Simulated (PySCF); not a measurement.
Species: C₆H₁₁O₂ (doublet state).
Cartesian coordinates in Å at the GFN2-xTB level; atoms count from 1:
```xyz
19
C6H11O2 angstrom
C     -1.5786   -1.3332   -0.9445
C     -1.2712    0.0502   -0.5073
C     -2.0054    0.6639    0.6269
C     -0.1335    0.7711   -1.1171
O      0.9947    0.9113   -0.1982
C      1.7829   -0.1472   -0.0324
C      2.8776    0.1552    0.9614
O      1.6447   -1.1975   -0.6032
H     -0.6786   -1.9530   -0.9112
H     -2.3448   -1.7785   -0.3151
H     -1.9291   -1.3501   -1.9814
H     -1.6247    1.6588    0.8442
H     -3.0740    0.7372    0.4027
H     -1.9190    0.0535    1.5312
H      0.2251    0.2527   -2.0106
H     -0.3783    1.8127   -1.3505
H      3.3929    1.0666    0.6708
H      2.4359    0.3126    1.9427
H      3.5736   -0.6770    0.9994
```

The hyperfine couplings belong to this conformer and change with its torsions.

As a line formula: `C[C](C)COC(C)=O` [radical].

Computed, not measured: PySCF 2.14.0, UKS B3LYP, pcH-1 on C H O, non-relativistic, mean-field spin-orbit, GIAO. One conformer (not necessarily the lowest) at the GFN2-xTB geometry, without solvent, vibrations or thermal averaging. The geometry wasn't refined by DFT: couplings that depend on bond lengths, twists or pyramidal angles can differ widely from those at the functional's own minimum. Stability of the SCF solution: not tested.

Task: Give the principal g shifts and their parts.

Result: 
```tsv
Δg (ppm)	1	2	3
relativistic mass correction	-155	-155	-155
gauge correction	18	28	35
orbital Zeeman/spin–orbit	-98	101	841
total	-235	-26	721
```

So g = 2.00208, 2.00229, 2.00304 and g_iso = 2.00247; the tensor is rhombic: the two nearest values differ by 22 % of g3 − g1. Axes: g3 points within 6° of the C2–C4 bond.

Task: What effective moment and Curie constant follow for a powder?

Result: With the mean of g² = 4.0099 and S(S+1) = 0.75: μ_eff = √(⟨g²⟩S(S+1)) = 1.734 μB and χT = 0.12505·⟨g²⟩·S(S+1) = 0.376 cm³ K/mol (cgs; spin-Hamiltonian part alone).

Task: At 9.345 GHz, how far is the centre of the isotropic spectrum from where a free electron (g = 2.002319) resonates?

Result: B = hν/(g μB) with μB/h = 13.99624 MHz/mT gives 333.45 mT for the free electron and 333.43 mT at g_iso, 0.03 mT lower.

Task: What are the electron Larmor frequencies g μB B/h along the three axes at 1200 mT?

Result: 33.6260, 33.6295, 33.6420 GHz for g1, g2 and g3, a range of 16.1 MHz.

Task: In a frozen sample, at which fields do the three g values resonate at 9.5, 34, 94 and 263 GHz (hyperfine left aside), and which band first spreads them over more than twice a line width of 0.5 mT?

Result: 
```tsv
band	GHz	B(g3) mT	B(g2) mT	B(g1) mT	spread mT
X	9.5	338.86	338.99	339.02	0.16
Q	34.0	1212.77	1213.22	1213.35	0.58
W	94.0	3352.95	3354.20	3354.55	1.60
J	263.0	9381.12	9384.61	9385.60	4.48
```

The spread grows in proportion to the frequency. W band is the first where it exceeds 1.0 mT.

The largest Mulliken spin populations are on C2 (+0.96), C3 (-0.08) and C1 (-0.08). C2 is the only atom above +0.15. The positive populations add up to 1.20 and the negative ones to -0.20, together 2S = 1. The angles at C2 add up to 359.7°, so it is planar.

The HOMO–LUMO gaps are 5.41 eV among the α and 6.02 eV among the β orbitals.

Hardware: one thread of an Arm Neoverse V1 (shared host). Cost: 1.7 min (with the writing of density and orbital grids), 1.1 GiB resident at most.
